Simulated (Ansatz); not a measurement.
`PS` + `O[AsH2]` → `PO[AsH2]` + H₂S at 298.15 K and 1 bar (ligand exchange at a P–S bond).

Calculated with Ansatz (gas phase, PBE0-D4/def2-TZVP geometries, no zero-point term in ΔE). CCSD(T)/CBS is the MP2 limit (def2-TZVPP, def2-QZVPP) plus CCSD(T) − MP2 in def2-TZVPP, frozen cores. This one scheme is used for every species. For As outer-core shells are correlated without core-valence functions, which leaves a few kJ/mol of doubt a bond. Scalar relativity is left out up to krypton. Each species was taken in one conformer, which may not be the lowest.

| species | CCSD(T)/CBS energy (Eh) | H − E (kJ/mol) | S (J/(mol·K)) |
| --- | --- | --- | --- |
| `PS` | -740.51379 | 83.7 | 266.5 |
| `O[AsH2]` | -2311.97217 | 89.1 | 265.7 |
| `PO[AsH2]` | -2653.50583 | 115.8 | 331.2 |
| H₂S | -398.97279 | 49.9 | 205.7 |

H − E and S are ideal-gas, rigid-rotor, harmonic terms from PBE0-D4/def2-TZVP, for one conformer and one mirror image of each species. 1 Eh = 2625.50 kJ/mol, R = 8.31446 J/(mol·K).

Problem. By hand: ΔE, ΔH, ΔS and ΔG.

Solution. ΔE = (-2653.50583) + (-398.97279) − (-740.51379) − (-2311.97217) = 0.00734 Eh = 19.3 kJ/mol. Δ(H − E) = 115.8 + 49.9 − 83.7 − 89.1 = -7.1, so ΔH = 12.2 kJ/mol. ΔS = 331.2 + 205.7 − 266.5 − 265.7 = 4.7 J/(mol·K). ΔG = 12.2 − 298.15 × (4.7)/1000 = 10.8 kJ/mol.

Problem. By hand: the equilibrium constant, and the temperature at which ΔG would vanish if ΔH and ΔS stayed fixed.

Solution. log₁₀ K = −ΔG/(RT ln 10) = -1.9. ΔG = 0 at ΔH/ΔS = 2596 K, far beyond where these terms or the molecules hold.

The number of gas molecules stays the same, so ΔS is small and ΔH decides. A doubt of 5 kJ/mol in ΔE shifts log₁₀ K by 0.9 here. Other conformers and mirror images would add mixing entropy, several J/(mol·K) or more a flexible species. Modes under 60 cm⁻¹, often nearly free rotors, make the harmonic entropy too high. These are equilibria of isolated gas molecules and say nothing of rates. Largest T1 diagnostic: 0.013 (customary marks: 0.02 for closed shells, 0.045 for open ones).
